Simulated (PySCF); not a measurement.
Several molecules and their computed UV-vis stick spectra, shuffled. Level of theory: TDDFT PBE0/def2-SVPD, vertical, gas phase, core orbitals frozen in the response in PySCF 2.14.0, density-fitted response routines. Geometries: GFN2-xTB; one conformer of each isolated species. Triplets are in the Tamm–Dancoff approximation. Ions are computed without counter-ions or solvent.

A. `FC(F)C(=S)C(F)(F)F`
B. `c1(cc(c(Cl)cc1)F)F`
C. `C(C)(P(CO)C)=O`
D. `FC(Cl)(Cl)C(F)(Cl)Cl`
E. `C=C([CH+]C)CC`

Lowest singlet levels (six at most, fewer where fewer were computed) with oscillator strengths:

1. 315 nm (f 0.009); 311 nm (f 0.005); 292 nm (f 0.113); 232 nm (f 0.075); 216 nm (f 0.029); 214 nm (f 0.099); T1 2.18 eV
2. 184 nm (f 0.016); 183 nm (f 0.012); 182 nm (f 0.005); 181 nm (f 0.000); 177 nm (f 0.003); 172 nm (f 0.000); T1 6.05 eV
3. 327 nm (f 0.009); 266 nm (f 0.019); 211 nm (f 0.026); 200 nm (f 0.047); 198 nm (f 0.027); 186 nm (f 0.046); T1 3.15 eV
4. 574 nm (f 0.000); 232 nm (f 0.004); 203 nm (f 0.213); 197 nm (f 0.005); 177 nm (f 0.002); 174 nm (f 0.004); T1 1.56 eV
5. 239 nm (f 0.027); 207 nm (f 0.075); 200 nm (f 0.000); 182 nm (f 0.434); 178 nm (f 0.472); 177 nm (f 0.001); T1 4.01 eV

Question: Match each spectrum to its molecule.

Answer: 1 = E, 2 = D, 3 = C, 4 = A, 5 = B.
- A: S1 at 2.16 eV, HOMO→LUMO (100%); S1 has the pattern of n→π* at C=S; HOMO -8.06 and LUMO -4.04 eV.
- B: S1 at 5.19 eV, HOMO→LUMO (75%), HOMO-1→LUMO+1 (20%); Löwdin shares by element: HOMO carbon 46% or more, chlorine 22% (atoms not listed hold the other 32%); LUMO carbon 67% or more (atoms not listed hold the other 33%); HOMO -7.39 and LUMO -1.09 eV; point group Cs, 1 of its 6 listed states under f = 0.0005.
- C: S1 at 3.80 eV, HOMO→LUMO (73%), HOMO-1→LUMO (22%); Löwdin shares by element: HOMO phosphorus 45%, oxygen 29%, carbon 8% or more (atoms not listed hold the other 18%); LUMO carbon 44% or more, oxygen 30% or more, phosphorus 11%; HOMO -6.76 and LUMO -1.26 eV.
- D: S1 at 6.74 eV, HOMO-1→LUMO (51%), HOMO→LUMO+1 (39%); Löwdin shares by element: HOMO (one of a set within 0.03 eV) chlorine 94%; LUMO (one of a set within 0.03 eV) chlorine 63% or more, carbon 32%; HOMO -9.39 and LUMO -1.16 eV; point group C2, 2 of its 6 listed states under f = 0.0005.
- E: S1 at 3.94 eV, HOMO-1→LUMO (42%), HOMO-2→LUMO (41%), HOMO→LUMO (12%); Löwdin shares by element: HOMO carbon 70% or more (atoms not listed hold the other 30%); LUMO carbon 85% or more; HOMO -13.68 and LUMO -9.00 eV.
C and E have S1 within 0.15 eV of each other; their strongest listed levels stand at 6.20 eV (f 0.047) and 4.25 eV (f 0.113).
